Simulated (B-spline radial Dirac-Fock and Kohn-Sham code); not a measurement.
**Elastic scattering of 1.09 keV positrons by the free manganese atom**

Level of theory: relativistic (Dirac) partial waves in the static field of the Dirac-Fock atom, without polarisation or absorption potentials; a B-spline atomic structure program.

The run's input, task.json:

```json
{"items": [{
  "Z": 25,
  "q": 0,
  "cfg": [[1, 0, 2], [2, 0, 2], [2, 1, 6], [3, 0, 2], [3, 1, 6], [3, 2, 5], [4, 0, 2]],
  "A": 55,
  "rrms": 3.7057,
  "do": "elastic",
  "energies": [[1090.0, 1]],
  "theta": [5, 10, 15, 20, 25, 30, 35, 40, 45, 50, 55, 60, 65, 70, 75, 80, 85, 90, 95, 100, 105, 110, 115, 120, 125, 130, 135, 140, 145, 150, 155, 160, 165, 170, 175]
}]}
```

Command: `python xray2_run.py task.json out`

```
θ (°)  dσ/dΩ (a₀²/sr)
    5            43.9
   10            10.9
   15            3.89
   20            1.73
   25           0.899
   30           0.530
   35           0.343
   40           0.236
   45           0.169
   50           0.125
   55          0.0945
   60          0.0732
   65          0.0578
   70          0.0466
   75          0.0381
   80          0.0317
   85          0.0267
   90          0.0228
   95          0.0198
  100          0.0173
  105          0.0153
  110          0.0137
  115          0.0123
  120          0.0112
  125          0.0103
  130         0.00958
  135         0.00896
  140         0.00843
  145         0.00801
  150         0.00765
  155         0.00737
  160         0.00715
  165         0.00698
  170         0.00686
  175         0.00679
```

The total elastic cross section is 5.46 a₀², the first transport cross section 0.403 a₀² and the second, weighted with (3/2) sin²θ, 0.815 a₀². The mean deflection is ⟨1 − cos θ⟩ = 0.0739, and 1.4 % of the collisions scatter beyond 90°.

Values without a named source are computed, but for edge energies of neutral atoms, which are taken from tables.
